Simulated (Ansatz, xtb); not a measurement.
# C4H3BBrCl: which of two isomers lies lower

Structure X: `ClB1C=CC(Br)=C1`, a singlet. Structure Y: `ClC1=CC=CB1Br`, a singlet. Both are isolated molecules in the gas phase, relaxed with B3LYP-D3(BJ)/def2-SVP.

Energies in hartree; the thermal terms are from GFN2-xTB frequencies at re-optimised GFN2-xTB minima (ideal gas, soft modes damped towards free rotors, one conformer each, 298.15 K, 1 atm) and include the zero-point energy:

|  | X | Y |
| --- | --- | --- |
| E, CCSD(T)/def2-SVP | −3210.261367 | −3210.251033 |
| E, MP2/def2-SVP | −3210.181566 | −3210.170432 |
| E, MP2/def2-TZVPP | −3211.069713 | −3211.058883 |
| zero-point energy | 0.058427 | 0.058469 |
| H(298 K) − E | 0.066324 | 0.066391 |
| G(298 K) − E | 0.025296 | 0.025221 |

Q: Correct the CCSD(T) difference for the basis set by the MP2 change, then work out ΔE, ΔE₀, ΔH and ΔG for X → Y in kcal/mol (1 Eh = 627.51 kcal/mol) and the equilibrium ratio [Y]/[X].

A: 1. Differences Y − X: CCSD(T) +0.010334, MP2 in the small set +0.011134, MP2 in the large set +0.010830 Eh.
2. ΔE = +0.010334 + (+0.010830 − (+0.011134)) = +0.010030 Eh = +6.29 kcal/mol.
3. ΔE₀ = ΔE + ΔZPE = +0.010030 + (+0.000042) Eh = +6.32 kcal/mol.
4. ΔH = ΔE + (+0.000067) Eh = +6.34 kcal/mol.
5. ΔG = ΔE + (−0.000075) Eh = +6.25 kcal/mol, so ΔS = (ΔH − ΔG)/T = +1.3 J/(mol K).
6. kT = 0.9442 mEh, so K = [Y]/[X] = exp(−ΔG/kT) = exp(−10.54) ≈ 2.6 × 10^−5.

Structure X is favoured at this temperature. An error of 1 kcal/mol in ΔG would change K by a factor of 5.4. GFN2-xTB gave ΔE the other sign. Mirror images and further conformers aren't counted.

As drawn, Y has 1 C–Cl, 1 B–Br in place of 1 B–Cl, 1 C–Br.

Other levels gave ΔE = −1.5 (GFN2-xTB); +3.1 (HF/STO-3G, GFN2-xTB geometries); +6.4 (r2SCAN-D4/def2-SVP, GFN2-xTB geometries); +7.0 (B3LYP-D3(BJ)/def2-SVP); +6.8 (HF/def2-SVP); +7.0 (MP2/def2-SVP); +6.5 (CCSD(T)/def2-SVP) kcal/mol. The correlated steps freeze 19 core orbitals; the filled d shell of Br is correlated, in a basis made for valence electrons. Programs: Ansatz 0.2.0, xtb 6.7.1.
